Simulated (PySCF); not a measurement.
Static response to an electric field

Species: C₅H₈F₂.
Cartesian coordinates in Å at the GFN2-xTB level; atoms count from 1:
```
atom  x, y, z in Å
F1     3.3885   -0.2333   -0.3489
C2     2.0642   -0.5174   -0.1271
C3     1.3261    0.7291    0.2531
C4     0.0252    0.8186    0.4760
C5    -0.9600   -0.3041    0.3883
C6    -2.0405    0.0141   -0.6425
F7    -2.9613   -1.0035   -0.6906
H8     1.6810   -0.9556   -1.0567
H9     2.0367   -1.2683    0.6727
H10    1.9588    1.5999    0.3440
H11   -0.3974    1.7765    0.7462
H12   -1.4464   -0.4402    1.3584
H13   -0.4717   -1.2403    0.1184
H14   -2.5890    0.9254   -0.3817
H15   -1.6185    0.1071   -1.6485
```

Level: PBE0/def2-SVPD (PySCF), static field, nuclei fixed, core orbitals frozen in the response. The polarisability tensor in these axes (au):

```
x   81.03  0.19 -0.86
y    0.19 57.84  1.47
z   -0.86  1.47 51.94
```

Problem. Give the principal values, the mean and the anisotropy Δα = √{½[(α1 − α2)² + (α2 − α3)² + (α1 − α3)²]}.

Solution. Principal values 51.56, 58.19 and 81.06 au; mean 63.60 au = 9.43 Å³ = 10.49 × 10⁻⁴⁰ C²·m²/J; Δα = 26.80 au (42 % of the mean).

Problem. What is the dipole moment, and where does it point?

Solution. (-0.54, 0.86, 0.55) D, 1.15 D in size, pointing from the negative to the positive side. Measured along this direction, the outermost atoms are H8 and F1 at the negative end and H11 at the positive end.

Problem. Sum over states: ᾱ = Σ f/ω², ω in Eh. What share falls to these 6 lowest TDDFT singlets (eV, f)? 7.00, 0.2547; 7.20, 0.1309; 7.44, 0.0103; 7.79, 0.0012; 7.87, 0.0089; 7.94, 0.0208.

Solution. They add up to 6.23 au, 9.8 % of the 63.60 au; the largest single term is 3.85 au, from the state at 7.00 eV. Terms in order: 3.85, 1.87, 0.14, 0.01, 0.11, 0.24 au. Higher excitations give the rest. The strengths listed sum to 0.427.

Problem. Rayleigh depolarisation ratio (linearly polarised light, static tensor)?

Solution. ρ = 3Δα²/(45ᾱ² + 4Δα²) = 2154.7/(182044 + 2872.9) = 0.0117.

Problem. Orientational against electronic polarisability at 500 K (dilute gas, rigid molecules)?

Solution. In Gaussian units μ²/3kT = 6.42 Å³ against 9.43 Å³, a ratio of 0.68; the Debye molar polarisation (4π/3)N_A(α + μ²/3kT) is 40.0 cm³/mol, leaving out the vibrational part.

Problem. Find the Langevin capture rate constant for NO+ (29.998 u) meeting this molecule (106.059 u), k = 2.342 × 10⁻⁹ cm³/s × √(α in Å³ / reduced mass in u).

Solution. The reduced mass is 23.38 u, so k = 1.49 × 10⁻⁹ cm³/s. The formula leaves out the permanent dipole, which adds to the capture rate.

Geometry: GFN2-xTB, one conformer, isolated molecule.

These values come from a run that also computed excited states. On Intel Xeon at 2.60 GHz, one thread, shared host, this took 32 s of wall time and 0.84 GiB of memory at its peak.
